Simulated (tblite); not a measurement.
Task: Write Cartesian coordinates for `Cl[SiH2]CO[SiH]O[SiH3]` [radical] as optimised with GFN2-xTB. (Doublet state.)

Result: 
```xyz
15
CH8ClO2Si3 angstrom
Si     1.3755   -1.7233    1.5129
O      0.4539   -1.3133    0.2453
Si    -0.6914   -1.5590   -0.8906
O     -0.8823   -0.2532   -1.8010
C     -1.0772    1.1150   -1.4688
Si     0.0494    1.7509   -0.0675
Cl    -0.2117    3.7587   -0.0384
H      0.5906   -1.4579    2.7199
H      1.6957   -3.1451    1.4012
H      2.5485   -0.8608    1.4076
H     -1.8852   -1.9685   -0.1587
H     -2.1348    1.2513   -1.2109
H     -0.9015    1.6730   -2.3950
H     -0.3867    1.2525    1.2332
H      1.4528    1.4876   -0.3600
```

Any rigid rotation of these coordinates is as good. Atoms count from 1 in this order. Si3 (silicon bonded to 2 O and H) is pyramidal (angles 114.6°, 110.9° and 105.5°, sum 331.0°, 0.50 Å off the plane of its three neighbours). Of the pairs four or more bonds apart, O2···Si6 is among the closest relative to their van der Waals radii: 3.11 Å, 86 % of the sum of Bondi's values. Si6 (silicon bonded to C, Cl and 2 H) is distorted tetrahedral (angles from 105.4° to 113.9°). Si1 (silicon bonded to O and 3 H) is distorted tetrahedral (angles from 104.5° to 113.2°).

Bonds between heavy atoms (Å): Si1–O2 1.620, O2–Si3 1.632, Si3–O4 1.603, O4–C5 1.421, C5–Si6 1.907, Si6–Cl7 2.025.

The geometry is computed with GFN2-xTB (gas phase). This method treats the open shell by occupation alone, without spin polarisation.

Point group: C1 (no symmetry element, even within 0.4 Å). Its GFN2-xTB frequencies are all real (lowest 25 cm⁻¹). Torsions: Si1–O2–Si3–O4 179°, O2–Si3–O4–C5 -50°, Si3–O4–C5–Si6 44°, O4–C5–Si6–Cl7 170°. 3 starts were optimised and ended at 0.00, 1.00 and 2.34 kcal/mol (GFN2-xTB); the lowest of these is shown.

The run took 5.4 s of wall time on one thread, Intel Xeon at 2.50 GHz (x86_64), no GPU, shared host. That covers the optimisation of the geometry.

One conformer stands for the species.
